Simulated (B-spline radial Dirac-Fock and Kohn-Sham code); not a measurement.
# Hg 3s: cross section and angular parameters

System: the free mercury atom in the configuration [Xe] 4f14 5d10 6s2; threshold 3562.0 eV (tabulated edge). Level of theory: Dirac-Hartree-Slater photoionisation with a Latter tail; cross sections with all multipoles, angular parameters from the dipole term and its interference with E2; an atomic code on a B-spline grid.

For linearly polarised light dσ/dΩ = σ/(4π) [1 + β P₂(cos θ) + (δ + γ cos²θ) sin θ cos φ], with θ from the polarisation vector and φ the angle between the beam and the projection of the electron momentum on the plane normal to the polarisation.

```csv
hν (eV),σ (kb),β,γ
3960,18.9,1.872,1.328
4000,18.7,1.873,1.293
5120,13.1,1.896,0.680
6000,10.2,1.906,0.409
7060,7.86,1.914,0.186
7150,7.69,1.915,0.171
7660,6.84,1.917,0.094
9251.7,4.90,1.924,-0.069
10800,?,?,?
12000,3.05,1.930,-0.177
```

**Question.** Give the values at 10800 eV.

**Answer.** σ = 3.71 kb, β = 1.928, γ = -0.150. For an s subshell δ is negligible.

Values without a named source are computed, but for edge energies of neutral atoms, which are taken from tables.
